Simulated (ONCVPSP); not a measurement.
# Before and after: ONCV potential for Te

| Quantity | Value |
| --- | --- |
| Element | Te (Z = 52) |
| Generator | ONCVPSP 4.0.1 |
| Type | optimised norm-conserving Vanderbilt (ONCV) |
| Functional | PBE |
| Relativity | fully relativistic |
| Frozen core | [Kr] 4d10 |
| Valence charge | 6 |
| Reference configuration | 5s2 5p4 |
| Partial waves | 5s: rc 1.65 bohr, ncon 4, nbas 7, qcut 3.1 1/bohr, 2 projectors, debl 3.7 Ha; 5p: rc 2.25 bohr, ncon 4, nbas 7, qcut 4.2 1/bohr, 1 projector |
| Local potential | polynomial inside 1.35 bohr (lpopt 5, dvloc0 2 Ha) |
| Core correction | Teter function, fcfact 5.5, rcfact 1.45 |

Open shells are filled in proportion to 2j + 1.

Change: p: rc 2.2.

Cutoffs: the cutoffs (Ha) at which the residual kinetic energy of the hardest occupied pseudo-wave falls to 1 and 0.1 mHa per electron; they do not see the model core or the augmentation charge, which bear on the density cutoff. Errors are all-electron minus pseudo energies relative to the spin-unpolarised reference configuration.

Q: Predict the effect on cutoff, ghosts and configuration errors.

A: The potential gets neither clearly harder nor softer (15 Ha and 29 Ha → 15 Ha and 29 Ha); the errors of the 4 common tests hardly move; neither file shows a bound ghost.

```csv
quantity,base,changed
"cutoff, loose",15 Ha,15 Ha
"cutoff, tight",29 Ha,29 Ha
loose cutoff by channel,"s 15 Ha, p 7.1 Ha","s 15 Ha, p 7.3 Ha"
bound ghosts,none,none
GHOST(+) flags under 300 eV,"p3/2 at 19.4 eV, s at 40.6 eV","p3/2 at 19.9 eV, s at 40.6 eV"
"error for 5s2 5p3, meV [ΔE 9.75 eV]",-9.0,-9.1
"error for 5s2 5p2, meV [ΔE 27.70 eV]",-73,-73
"error for 5s2 5p1, meV [ΔE 54.63 eV]",-283,-283
"error for 5s2 5p0, meV [ΔE 91.15 eV]",-784,-781
s: phases at 1.67 bohr within 0.05 rad from the reference energy up to (Ha; the scan ends near 5),1.4,1.4
"rms error of d²Exc/dni dnj with the model core, mHa",1.77,1.78
```
